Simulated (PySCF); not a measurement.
C4H5Si, SMILES [C]1=CC=C[SiH2]1, multiplicity 2. Coordinates come from a PBE0-D3(BJ)/def2-SVP optimisation. The isomer is the one that the SMILES or the coordinates give; other isomers of the formula were not compared.

Level of theory: PBE0-D3(BJ)/def2-SVP (PySCF 2.14.0).

Harmonic wavenumbers (cm⁻¹): 217, 334, 487, 574, 601, 673, 707, 736, 766, 853, 864, 933, 967, 999, 1096, 1210, 1317, 1572, 1654, 2246, 2246, 3170, 3183, 3236. Rotational constants (GHz): 7.425, 4.788, 3.015; symmetry number 1.

Q: Work out the zero-point energy and the ideal-gas rigid-rotor harmonic-oscillator thermochemistry at 298.15 K and 1 atm.

A: ZPE = ½ Σ hcν = ½ × 30640 cm⁻¹ = 183.26 kJ/mol. H − E(el) = 199.00 kJ/mol. Entropy in J/(mol K): translation 163.58, rotation 106.73, vibration 28.45, spin 5.76, total 304.52. G − E(el) = 108.21 kJ/mol. Cp = 88.02 J/(mol K).
